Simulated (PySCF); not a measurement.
Below is a simulated gas-phase C 1s photoelectron spectrum of `BNBC(C)(C)C`.

Every computed line was given a Gaussian of 0.4 eV full width at half maximum and an area set by the number of equivalent atoms; the highest printed point is 100. Level of theory: delta-SCF UKS SCAN, pcX-2 on the ionised atom, pcseg-1 elsewhere, spin-free X2C (PySCF).

(binding energy (eV), intensity): (289.5, 0), (289.6, 1), (289.7, 4), (289.8, 12), (289.9, 25), (290.0, 39), (290.1, 55), (290.2, 76), (290.3, 97), (290.4, 100), (290.5, 77), (290.6, 43), (290.7, 17), (290.8, 5), (290.9, 1)

Task: How many maxima does the curve show, and how many computed lines lie under it?

Result: The curve has 1 maximum (at 290.4 eV). Under it lie 2 lines from 2 inequivalent carbon sites. At this width some lines have no maximum of their own.

Task: Decompose the envelope and assign each component. Numbering: `[BH2:1][NH:2][BH:3][C:4]([CH3:5])([CH3:6])[CH3:7]`.

Result: 
| position (eV) | relative area | line | atoms | environment |
| --- | --- | --- | --- | --- |
| 290.04 | 1 | C 1s | C4 | sp3 carbon bound to boron |
| 290.38 | 3 | C 1s | C5/C6/C7 | methyl carbon |

Task: What are the centre and the root-mean-square width of the whole band?

Result: The area-weighted mean of the lines is 290.30 eV. Their own spread about it is 0.15 eV (rms) and each Gaussian has σ = 0.4/2.355 = 0.17 eV; the variances add, which gives 0.23 eV.

The listed C 1s values span 0.34 eV, from C4 (bonded to 3 C and B) to C5/C6/C7 (bonded to C and 3 H). Summing the Pauling electronegativity differences to the bonded atoms, each weighted by its formal bond order, gives -0.51 for the lowest site and -1.05 for the highest; the largest sum, -0.51, belongs to C4, 0.34 eV below the top. The smallest sum, -1.05, belongs to C5/C6/C7, 0.34 eV above the lowest.

The curve has no shake-up lines and no vibrational structure. Topologically equivalent atoms share the value of their first member; where this conformer doesn't relate them by symmetry, their own values could differ. Geometry: PBE0-D3(BJ)/def2-SVP, one conformer, isolated molecule.

Conformer computed: `[BH2:1][NH:2][BH:3][C:4]([CH3:5])([CH3:6])[CH3:7]`: B1–N2–B3–C4 180°, N2–B3–C4–C5 -121°.
